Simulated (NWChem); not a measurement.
System: CH3BeCl; SMILES [CH3][Be][Cl]

Program: NWChem. The geometry was optimised at B3LYP/6-31G* (spherical d).

For level PBE/pcseg-1:

| Quantity | Result |
|---|---|
| highest occupied level (eV) | -7.66 |
| dipole (D) | 1.40 |

Task: What are these values for level PBE/def2-SVP?

Result: The highest occupied level (eV) comes out as -7.48 and the dipole (D) comes out as 1.06.
